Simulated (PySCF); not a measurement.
C4H10B, SMILES CC[B]CC, doublet (GFN2-xTB optimised geometry):

```
15

C      1.445    -2.104     0.004
C      0.727    -0.748     0.000
B     -0.835    -0.748     0.000
C     -1.769     0.505     0.000
C     -1.075     1.872    -0.147
H      1.166    -2.681     0.883
H      1.176    -2.681    -0.878
H      2.526    -1.975     0.010
H      1.070    -0.179     0.873
H      1.075    -0.181    -0.872
H     -2.340     0.514     0.935
H     -2.526     0.425    -0.787
H     -0.541     1.928    -1.093
H     -0.360     2.027     0.658
H     -1.804     2.681    -0.119
```

Method: unrestricted CAM-B3LYP/def2-TZVP (PySCF).

What are the frontier orbital energies (α orbitals alone; a β orbital can be the lowest empty one) and the dipole moment?

HOMO-2 -11.21 eV, HOMO-1 -10.08 eV, HOMO -6.35 eV, LUMO 0.23 eV, LUMO+1 1.70 eV; dipole moment 1.07 D.

Meta-Löwdin charges at CAM-B3LYP/def2-TZVP: C1 -0.32, C2 -0.31, B3 0.12, C4 -0.31, C5 -0.32, H6 0.11, H7 0.11, H8 0.10, H9 0.12, H10 0.12, H11 0.13, H12 0.13, H13 0.10, H14 0.10, H15 0.11.
